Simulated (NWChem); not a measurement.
Molecule: SbHOCl₂; SMILES [OH][Sb]([Cl])[Cl]

```xyz
5

Sb     0.4479    -0.3189     0.0000
Cl    -1.1059     0.0540     1.7935
Cl    -1.1059     0.0540    -1.7935
O      1.3387     1.4638     0.0000
H      0.6830     2.1919     0.0000
```
Atoms are numbered in this order, from 1.

Results from NWChem. Coordinates come from a PBE-D3(BJ)/def2-SVP optimisation. def2 effective core potentials on Sb; no spin-orbit coupling. Static field.

Problem. What does the run give for PBE/def2-SVPD? Quantities: isotropic polarisability (bohr³); anisotropy (bohr³).

Solution. 
```
Property                          Value
--------------------------------  -----
isotropic polarisability (bohr³)   78.1
anisotropy (bohr³)                 21.5
```
